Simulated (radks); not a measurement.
Effect of the nuclear size on the zinc ion Zn+, [Ar] 3d10 4s1. Method: Dirac Kohn-Sham, relativistic LDA (MacDonald-Vosko exchange, VWN5 correlation), spin-unpolarised, spherical densities, finite nucleus; Fermi nuclear charge, rms radius 3.9283 fm; computed with a radial shooting solver on a logarithmic mesh with Libxc functionals. The rms radius is varied about that value; shifts are against it.

| rms radius (fm) | total energy shift (eV) | density at nucleus (e/bohr^3) | 1s1/2 shift (meV) | 2s1/2 shift (meV) | 3s1/2 shift (meV) |
|---|---|---|---|---|---|
| 3.3862 | -0.0597 | 2.504e+04 | -25.3 | -2.42 | -0.359 |
| 3.563 | -0.0411 | 2.497e+04 | -17.4 | -1.67 | -0.248 |
| 3.9283 | 0 | 2.483e+04 | 0.000 | 0.000 | 0.000 |
| 4.1797 | 0.0305 | 2.475e+04 | 12.9 | 1.24 | 0.184 |
| 4.6943 | 0.0985 | 2.459e+04 | 41.7 | 3.99 | 0.593 |

Slopes of the eigenvalues against <r^2> in GHz/fm^2, as finite differences over the two radii next to the reference (eigenvalue slopes, not the field-shift constants of lines): 1s1/2 1540, 2s1/2 147, 3s1/2 21.8.
